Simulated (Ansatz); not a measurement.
The first iterations of a band of CH$_{4}$BClO (8 atoms, charge 0, multiplicity 1).

The calculation used UKS PBE0/def2-SVPD (Ansatz 0.2.0).

```json
{"movable images": "5", "climbing image": "yes", "spring": "5.0 eV/Å²", "optimiser": "quadratic models (default)", "start path": "through a guess of the saddle point", "force threshold": "0.05 eV/Å", "iteration limit": "60", "end points": "relaxed"}
```

Image 0:

```xyz
8
Properties=species:S:1:pos:R:3
B -0.469 -0.155 -0.513
C 0.438 0.545 0.554
O -0.471 -1.475 -0.788
H 0.154 -1.979 -0.261
Cl -1.616 0.821 -1.466
H -0.191 1.021 1.325
H 1.016 1.360 0.092
H 1.139 -0.138 1.057
```

Image 6:

```xyz
8
Properties=species:S:1:pos:R:3
B -1.468 -0.652 -1.617
C 0.908 0.299 0.977
O -1.107 -1.797 -1.514
H 0.718 -0.696 0.556
Cl -1.974 0.953 -1.760
H -0.009 0.689 1.435
H 1.240 0.979 0.182
H 1.691 0.226 1.741
```

| iteration | highest image above the first end (eV) | largest band force component (eV/Å) |
| --- | --- | --- |
| 1 | 2.822 | 4.911 |
| 2 | 2.937 | 2.360 |
| 3 | 2.602 | 1.862 |
| 4 | 2.873 | 2.623 |
| 5 | 2.714 | 3.993 |

Q: Does the band converge within its limit, and where does its top end?

A: The forces met the threshold. It ended after 15 iterations with the highest image 2.754 eV above the first end. Neighbouring images differ by up to 2.1 eV, so the band resolves the path poorly. A vibrational analysis at the climbing image gives one clearly imaginary mode, 1227i cm⁻¹: a first-order saddle point. The orbitals stay closed-shell, which can raise the energy where a bond breaks towards radicals; this wasn't checked here.

Run time: 4.3 min on 4 threads of Arm Neoverse N1 (shared host), peak memory 0.3 GiB.
